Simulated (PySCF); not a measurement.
# Computed vibrations of Er(OH)3(NH3)

Er(OH)3(NH3) (singlet in the valence; each metal's 4f electrons, 11 of them, lie in its core potential, out of spins and levels). PySCF 2.14.0, RKS PBE0, Er lcecp-1-SVP with ECP57, O def2-SVP, H def2-SVP, N def2-SVP; non-relativistic Hamiltonian with scalar-relativistic core potentials where named; density fitting; no spin-orbit coupling. Central differences of gradients.

```xyz
11

Er    0.0708   -0.0749    0.0759
O     1.0833    1.4241    1.0219
H     1.6035    2.0536    1.5155
O    -1.4772   -0.9740    1.0573
H    -2.1294   -1.4392    1.5762
O     1.0221   -1.1072   -1.4065
H     1.5234   -1.6338   -2.0248
N    -1.3021    1.3684   -1.3948
H    -1.8922    2.0047   -0.8577
H    -0.7239    1.9424   -2.0094
H    -1.9203    0.8184   -1.9921
```

Run from Python with OMP_NUM_THREADS=2. Where DIIS fails, smearing, a level shift and second-order steps follow.
It took 4.3 min on 2 threads of Arm Neoverse V1, with other jobs on the host.

What are the harmonic wavenumbers and infrared intensities?

Modes are labelled in Cs; negative numbers are unstable modes, those under 60 cm⁻¹ near the noise; a finer grid moves soft modes by up to 10 cm⁻¹.
```
cm⁻¹  km/mol  symmetry
  77     3.4        a'
  81     3.0       a''
  92     0.2       a''
 108    12.3        a'
 124     1.2        a'
 125     0.8       a''
 275     0.6       a''
 302     0.1        a'
 341   238.5       a''
 343   247.4        a'
 442     9.4        a'
 444     6.2       a''
 459   439.0        a'
 504    27.1        a'
 505    26.5       a''
 584   204.3       a''
 584   201.1        a'
 605    20.1        a'
1170   158.5        a'
1631    22.7       a''
1631    22.8        a'
3504    19.5        a'
3631    41.9        a'
3631    41.8       a''
4035   138.4       a''
4035    74.2        a'
4038    74.1        a'
```

Is this a minimum?

Yes. Ideal gas at 298.15 K and 1 bar: S = 435.7 J/(mol K), Cp = 151.7 J/(mol K), H − H(0 K) = 30.3 kJ/mol (rigid rotor, harmonic modes, spin degeneracy alone, that of the 4f electrons in the core included).

An lcecp potential fixes the number of 4f electrons, so in runs with it no electron can move into or out of that shell.
